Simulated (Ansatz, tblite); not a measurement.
Cost and result up the ladder for phenacyltetrahydrothiophenium (C₁₂H₁₅OS⁺) (29 atoms). The state is a singlet with charge 1. Geometry: PBE-D4/def2-SVP.

Ansatz on 4 threads of Arm Neoverse V1 on a shared host; xTB runs through tblite on one thread. Times are rough, summed over both states, and most runs start from the orbitals of an earlier one. PBE0-D4/def2-SVP serves as the yardstick here, not as an exact answer. The other state is a triplet.

The xTB rows come from tblite.

xTB has no spin-polarisation term.

| level | functions | wall time |
| --- | --- | --- |
| GFN2-xTB | 76 | 0.053 s |
| GFN1-xTB | 91 | 0.067 s |
| PBE-D4/def2-SVP | 275 | 34 s |
| PBE0-D4/def2-SVP | 275 | 60 s |

(1) Estimate what each level gives for the vertical triplet (eV).

Answers

(1) 
```json
{"level": "GFN2-xTB", "vertical triplet (eV)": "3.20", "difference from PBE0-D4/def2-SVP (eV)": "-0.09"}
{"level": "GFN1-xTB", "vertical triplet (eV)": "3.35", "difference from PBE0-D4/def2-SVP (eV)": "0.06"}
{"level": "PBE-D4/def2-SVP", "vertical triplet (eV)": "3.24", "difference from PBE0-D4/def2-SVP (eV)": "-0.06"}
{"level": "PBE0-D4/def2-SVP", "vertical triplet (eV)": "3.29", "difference from PBE0-D4/def2-SVP (eV)": "0.00"}
```
